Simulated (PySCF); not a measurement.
CH11NSi4, SMILES N[SiH2][SiH]1[SiH2]C[SiH2]1.

Geometry optimised at PBE-D3(BJ)/def2-SVP. This is a generated structure with no PubChem entry under its InChIKey; it may be hypothetical. One conformer was computed; it need not be the lowest.

Calculation: PBE/def2-TZVP (PySCF).

The total energy is -1256.81102 hartree and the highest occupied level comes out as -5.99 eV. The lowest empty level is -1.41 eV and the orbital gap is 4.59 eV. The dipole moment is 1.07 D and the quadrupole, principal values (traceless, Buckingham form, about the centre of nuclear charge) is -7.55, -3.88, 11.43 D·Å.
